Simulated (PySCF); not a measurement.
PySCF input (M06-2X/def2-TZVPD):

```python
from pyscf import gto, scf, dft

mol = gto.M(
    atom='''
    F     1.59874485   -0.56228572   -0.01150265
    S     0.16205803    0.28779531    0.15323027
    F    -1.27772601    1.10827066   -0.10693477
    F    -0.60912201   -1.05762104   -0.15397195
    ''',
    basis='def2-tzvpd',
    charge=1,
    spin=0,
    verbose=4,
)

mf = dft.RKS(mol, xc='m062x').density_fit(auxbasis='def2-universal-jkfit')
mf.grids.level = 4
mf.conv_tol = 1e-9
mf.max_cycle = 100
mf.max_memory = 1500
mf.kernel()
if not mf.converged:
    mf = mf.newton()
    mf.kernel(mf.make_rdm1())
mf.analyze()
```

Output:

```
PySCF version 2.14.0

[INPUT] verbose = 4
[INPUT] num. atoms = 4
[INPUT] num. electrons = 42
[INPUT] charge = 1
[INPUT] spin (= nelec alpha-beta = 2S) = 0
[INPUT] symmetry False subgroup None
[INPUT] Mole.unit = angstrom
[INPUT] Symbol           X                Y                Z      unit          X                Y                Z       unit  Magmom
[INPUT]  1 F      1.598744850000  -0.562285720000  -0.011502650000 AA    3.021189909559  -1.062566014554  -0.021736858207 Bohr   0.0
[INPUT]  2 S      0.162058030000   0.287795310000   0.153230270000 AA    0.306245292987   0.543854315834   0.289563244293 Bohr   0.0
[INPUT]  3 F     -1.277726010000   1.108270660000  -0.106934770000 AA   -2.414552221133   2.094328019291  -0.202077428493 Bohr   0.0
[INPUT]  4 F     -0.609122010000  -1.057621040000  -0.153971950000 AA   -1.151073775345  -1.998614109178  -0.290964816365 Bohr   0.0

nuclear repulsion = 189.7471175745
number of shells = 58
number of NR pGTOs = 237
number of NR cGTOs = 166
basis = def2-tzvpd
ecp = {}

******** <class 'pyscf.df.df_jk.DFRKS'> ********
method = DFRKS
initial guess = minao
damping factor = 0
level_shift factor = 0
DIIS = <class 'pyscf.scf.diis.CDIIS'>
diis_start_cycle = 1
diis_space = 8
diis_damp = 0
SCF conv_tol = 1e-09
SCF conv_tol_grad = None
SCF max_cycles = 100
direct_scf = False
XC library pyscf.dft.libxc version 7.1.2
    S. Lehtola, C. Steigemann, M. J. T. Oliveira, and M. A. L. Marques,  SoftwareX 7, 1–5 (2018)
XC functionals = m062x
    Y. Zhao and D. G. Truhlar,  Theor. Chem. Acc. 120, 215 (2008)
    Y. Zhao and D. G. Truhlar,  Theor. Chem. Acc. 120, 215 (2008)
radial grids:
    Treutler-Ahlrichs [JCP 102, 346 (1995); DOI:10.1063/1.469408] (M4) radial grids

becke partition: Becke, JCP 88, 2547 (1988); DOI:10.1063/1.454033
pruning grids: <function nwchem_prune>
grids dens level: 4
symmetrized grids: False
atomic radii adjust function: <function treutler_atomic_radii_adjust>
small_rho_cutoff = 0
Set gradient conv threshold to 3.16228e-05
Initial guess from minao.
tot grids = 115200
******** <class 'pyscf.df.df.DF'> ********
auxbasis = def2-universal-jkfit
init E= -698.065890366353
  HOMO = -0.390428849920056  LUMO = -0.221982991194537  gap/eV = 4.58365
cycle= 1 E= -696.979599472593  delta_E= 1.09  |g|= 1.05  |ddm|= 1.75
  HOMO = -0.733027423475551  LUMO = -0.602797188625104  gap/eV = 3.54375
cycle= 2 E= -696.49884263092  delta_E= 0.481  |g|= 2.09  |ddm|= 1.91
  HOMO = -0.786676312667103  LUMO = -0.543112732128073  gap/eV = 6.62770
[...]
cycle= 13 E= -697.233909893622  delta_E= -7.02e-10  |g|= 1.14e-05  |ddm|= 6.21e-05
  HOMO = -0.745916597933359  LUMO = -0.49209041714839  gap/eV = 6.90696
Extra cycle  E= -697.233909893714  delta_E= -9.19e-11  |g|= 9.23e-06  |ddm|= 1.91e-05
converged SCF energy = -697.233909893714
**** SCF Summaries ****
Total Energy =                        -697.233909893713644
Nuclear Repulsion Energy =             189.747117574500464
One-electron Energy =                -1330.611241809953299
Two-electron Energy =                  443.630214341739190
Two-electron Coulomb Energy =          500.079705132377399
DFT Exchange-Correlation Energy =      -56.449490790638208
HOMO-LUMO gap [eV] =                     6.906962187322106
**** MO energy ****
MO #1   energy= -90.5409794368903  occ= 2
MO #2   energy= -25.6375500490132  occ= 2
MO #3   energy= -25.5860543920861  occ= 2
MO #4   energy= -25.5860510828363  occ= 2
MO #5   energy= -8.86152496492853  occ= 2
MO #6   energy= -6.77897828026295  occ= 2
MO #7   energy= -6.77802463756971  occ= 2
MO #8   energy= -6.77545872219773  occ= 2
MO #9   energy= -1.74894569330265  occ= 2
MO #10  energy= -1.65312216205414  occ= 2
MO #11  energy= -1.6471782694122   occ= 2
MO #12  energy= -1.19260456378727  occ= 2
MO #13  energy= -0.985926259503296 occ= 2
MO #14  energy= -0.965347404276758 occ= 2
MO #15  energy= -0.935840440275938 occ= 2
MO #16  energy= -0.898373439615078 occ= 2
MO #17  energy= -0.838393681522336 occ= 2
MO #18  energy= -0.83180913665886  occ= 2
MO #19  energy= -0.826416344396337 occ= 2
MO #20  energy= -0.813787336163468 occ= 2
MO #21  energy= -0.745916597933359 occ= 2
MO #22  energy= -0.49209041714839  occ= 0
MO #23  energy= -0.317179409412354 occ= 0
MO #24  energy= -0.220605268289319 occ= 0
MO #25  energy= -0.163286398812976 occ= 0
MO #26  energy= -0.125607980817328 occ= 0
MO #27  energy= -0.109636319910024 occ= 0
MO #28  energy= -0.100900999972504 occ= 0
MO #29  energy= -0.0736391528501599 occ= 0
MO #30  energy= -0.0704532744772701 occ= 0
MO #31  energy= -0.0556178317198842 occ= 0
MO #32  energy= -0.0531816552360402 occ= 0
MO #33  energy= -0.0490373186797617 occ= 0
MO #34  energy= -0.00172900103198423 occ= 0
MO #35  energy= -0.00161280966442072 occ= 0
MO #36  energy= 0.0199985013793176 occ= 0
MO #37  energy= 0.0213763289126064 occ= 0
MO #38  energy= 0.0216394680937247 occ= 0
MO #39  energy= 0.0423062404318314 occ= 0
MO #40  energy= 0.0438187294464206 occ= 0
MO #41  energy= 0.0657115975512755 occ= 0
MO #42  energy= 0.0838323927178328 occ= 0
MO #43  energy= 0.108790938894531  occ= 0
MO #44  energy= 0.112445979515916  occ= 0
MO #45  energy= 0.144914567267652  occ= 0
MO #46  energy= 0.16412000201439   occ= 0
MO #47  energy= 0.190984107197055  occ= 0
MO #48  energy= 0.191692776358783  occ= 0
MO #49  energy= 0.203558842047357  occ= 0
MO #50  energy= 0.218892918676219  occ= 0
MO #51  energy= 0.236775407016479  occ= 0
MO #52  energy= 0.266114510780502  occ= 0
MO #53  energy= 0.285700185147509  occ= 0
MO #54  energy= 0.335919560684838  occ= 0
MO #55  energy= 0.342001786732654  occ= 0
MO #56  energy= 0.385646375487101  occ= 0
MO #57  energy= 0.397145292241385  occ= 0
MO #58  energy= 0.432382036071784  occ= 0
MO #59  energy= 0.460475195718567  occ= 0
MO #60  energy= 0.469527266080454  occ= 0
MO #61  energy= 0.482855862945812  occ= 0
MO #62  energy= 0.485073863680898  occ= 0
MO #63  energy= 0.494070172750756  occ= 0
MO #64  energy= 0.502276395877087  occ= 0
MO #65  energy= 0.519665241520321  occ= 0
MO #66  energy= 0.527287401858521  occ= 0
MO #67  energy= 0.550356184871879  occ= 0
MO #68  energy= 0.583040327833579  occ= 0
MO #69  energy= 0.614338937432676  occ= 0
MO #70  energy= 0.644050442065572  occ= 0
MO #71  energy= 0.741249633158985  occ= 0
MO #72  energy= 0.750186843833964  occ= 0
MO #73  energy= 0.77412321576407   occ= 0
MO #74  energy= 0.78924175360545   occ= 0
MO #75  energy= 0.834938797339403  occ= 0
MO #76  energy= 0.85590543573634   occ= 0
MO #77  energy= 0.874393197184559  occ= 0
MO #78  energy= 0.942079611764952  occ= 0
MO #79  energy= 0.963283173515197  occ= 0
MO #80  energy= 1.08260091091679   occ= 0
MO #81  energy= 1.115256280291     occ= 0
MO #82  energy= 1.20625667935236   occ= 0
MO #83  energy= 1.21693734735894   occ= 0
MO #84  energy= 1.29704686506489   occ= 0
MO #85  energy= 1.36736547005684   occ= 0
MO #86  energy= 1.39803089023485   occ= 0
MO #87  energy= 1.40705535894102   occ= 0
MO #88  energy= 1.45052484032412   occ= 0
MO #89  energy= 1.48948607547243   occ= 0
MO #90  energy= 1.5505249027353    occ= 0
MO #91  energy= 1.55844572611979   occ= 0
MO #92  energy= 1.60919552322448   occ= 0
MO #93  energy= 1.6154036352704    occ= 0
MO #94  energy= 1.83787428108602   occ= 0
MO #95  energy= 1.98005689974976   occ= 0
MO #96  energy= 2.01272078956079   occ= 0
MO #97  energy= 2.02149017594697   occ= 0
MO #98  energy= 2.0301652667115    occ= 0
MO #99  energy= 2.03291892223791   occ= 0
MO #100 energy= 2.04172475294373   occ= 0
MO #101 energy= 2.05346183554045   occ= 0
MO #102 energy= 2.07925773481129   occ= 0
MO #103 energy= 2.17198319377408   occ= 0
MO #104 energy= 2.17330656028447   occ= 0
MO #105 energy= 2.32342495841662   occ= 0
MO #106 energy= 2.38520766447329   occ= 0
MO #107 energy= 2.47041406590882   occ= 0
[...]
```

This state (charge 1, singlet) is run at the relaxed geometry of the species with charge 0 and multiplicity 2.
